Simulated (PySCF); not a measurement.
**Exercise with solution: chemical shift, span and skew from a shielding tensor**

C₄H₄BF, SMILES FB1C=CC=C1. Atoms are numbered in the order given.

```xyz
10

F      0.0000     0.0000     2.1191
B      0.0000     0.0000     0.7964
C      0.0000     1.2696    -0.1498
C      0.0000     0.7573    -1.3956
C      0.0000    -0.7573    -1.3956
C      0.0000    -1.2696    -0.1498
H      0.0000     2.3367     0.0764
H      0.0000     1.3267    -2.3304
H      0.0000    -1.3267    -2.3304
H      0.0000    -2.3367     0.0764
```

Geometry optimised at B3LYP-D3(BJ)/def2-SVP. The structure was generated by enumeration, and PubChem lists no compound with its InChIKey, so it may never have been made.

GIAO shieldings from KT2/pcSseg-1 in PySCF, non-relativistic, no solvent. The symmetric part of the tensor of F1 has the principal values 43.4, 72.7, 452.9 ppm. The same nucleus in CFCl3 has σ = 127.1 ppm at this level (PySCF, at its B3LYP-D3(BJ)/def2-TZVP geometry).

Q: Work out the isotropic shielding, the ¹⁹F shift against CFCl3, the span and the skew.

A: 
σ(iso) = (σ11 + σ22 + σ33)/3 = 189.7 ppm. δ = σ(ref) − σ(iso) = 127.1 − (189.7) = -62.6 ppm.
Span Ω = σ33 − σ11 = 409.5 ppm. Skew κ = 3(σ(iso) − σ22)/Ω = 0.86. Tumbling in solution averages the tensor to δ; in a static solid the shielding alone would spread this spin-1/2 line over Ω.
